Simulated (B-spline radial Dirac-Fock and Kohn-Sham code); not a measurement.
# The Cs-like isoelectronic sequence (55 electrons), Z = 72 to 80

Level of theory: Dirac-Fock (average of configuration) total-energy differences with a finite nucleus, the Breit interaction including its frequency dependence, and self-energy and vacuum-polarisation corrections; an atomic code on a B-spline grid. Binding energies in eV, tabulated ground configurations ([Kr] 4d10 4f9 throughout). The model has no electron correlation.

```csv
ion,2p3/2,3d5/2,4p1/2,4d5/2,outermost level,NIST ionisation energy
Hf¹⁷⁺,9991.1,2091.5,853.3,616.4,414.1 (4f),440 ± 22
Ta¹⁸⁺,?,?,?,?,?,?
W¹⁹⁺,10715.7,2316.4,978.2,719.0,503.2 (4f),502.6 ± 1.4
Re²⁰⁺,11088.7,2433.5,1044.0,773.0,550.4 (4f),570 ± 30
Os²¹⁺,11468.9,2553.7,1112.1,828.8,599.5 (4f),620 ± 30
Ir²²⁺,11856.3,2677.0,1182.5,886.4,650.4 (4f),670 ± 30
Pt²³⁺,12250.9,2803.4,1255.1,945.8,703.0 (4f),710 ± 40
Au²⁴⁺,12652.7,2932.9,1330.1,1006.9,757.5 (4f),760 ± 40
Hg²⁵⁺,13061.7,3065.4,1407.4,1069.8,813.7 (4f),820 ± 40
```

Q: Fill in the row of Ta¹⁸⁺.

A: 2p3/2 10349.8, 3d5/2 2202.4, 4p1/2 914.6, 4d5/2 666.8, outermost 457.7 (4f), NIST 482 ± 24 eV.

NIST's values are for the lowest levels; a dash marks a value that is missing or belongs to another shell. Their kind here: semi-empirical, theoretical. Where a p, d or f shell is open in either ion the computed value averages over both j values and all terms, while the table refers to the lowest levels; that difference holds spin-orbit splitting (largest in heavy or highly charged ions), term energies where several electrons share open shells, and correlation, and it can reach 10 % or more.
